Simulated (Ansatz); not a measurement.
```yaml
crystal:
  periodic: [false, false, false]
  atoms:
    - {symbol: Sn, position_ang: [0.976381, 2.286522, -0.670557]}
    - {symbol: Sn, position_ang: [-1.355552, 0.240731, -2.440148]}
    - {symbol: Sn, position_ang: [0.782787, -2.164505, -0.272329]}
    - {symbol: Sn, position_ang: [-2.334795, -0.336730, 1.033324]}
    - {symbol: Sn, position_ang: [2.334813, -0.492059, 2.003242]}
    - {symbol: S, position_ang: [1.157999, -0.063778, -1.790183]}
    - {symbol: S, position_ang: [-1.933465, -1.823675, -1.051983]}
    - {symbol: S, position_ang: [2.126996, 1.907069, 1.491049]}
    - {symbol: S, position_ang: [-0.157523, -1.309041, 2.009422]}
    - {symbol: S, position_ang: [-1.597640, 1.755476, -0.311837]}
basis:
  gaussian: {orbitals: def2-TZVP, initial_orbitals: start.molden}
total_charge: -1
magnetization: {spin_polarized: true, initial_magnetization: 1}
hamiltonian: {xc: pbe0, dispersion: d4}
scf: {omitted_lower_state_checks: [starts]}
output: {orbitals: {seedname: orbitals}}
```

The file start.molden holds the orbitals of an earlier run on this structure, at another level or in another basis.

```sh
$ ansatz run in.yaml --threads 4 --pin off --events-out ev --progress --plain --max-ram 6963MiB
```

Question: Does this run fit into the memory that it is given?

Answer: No. It has 435 basis functions, and Ansatz plans for 9 GiB where 7 GiB are given.
